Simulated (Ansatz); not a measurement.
```xyz
6

O     1.4753    0.0440   -0.8036
In   -0.3545    0.0646   -0.0687
O    -0.5960   -0.4446    1.8127
Br   -2.2724    0.7003   -1.4389
H     1.5051    0.3054   -1.7278
H     0.2426   -0.6698    2.2262
```

Charge 0, multiplicity 1. In: def2 effective core potential.

**Question.** List the r2SCAN/def2-TZVPP orbital energies in eV (Ansatz 0.2.0). (Estimate.)

**Answer.** Computed: Occupied: -13122.04, -1695.26, -1526.02, -1525.96, -1525.96, -515.86, -515.84, -234.90, -175.13, -174.93, -174.92, -126.37, -83.11, -82.87, -82.77, -68.96, -68.91, -68.90, -68.76, -68.76, -25.81, -25.73, -20.92, -20.30, -20.21, -20.16, -19.98, -19.25, -12.56, -11.79, -10.09, -8.54, -8.28, -8.20, -7.67, -7.59, -7.58. Lowest empty: -2.93, -1.40, 0.25, 0.62, 1.96, 2.02, 2.94, 2.98.
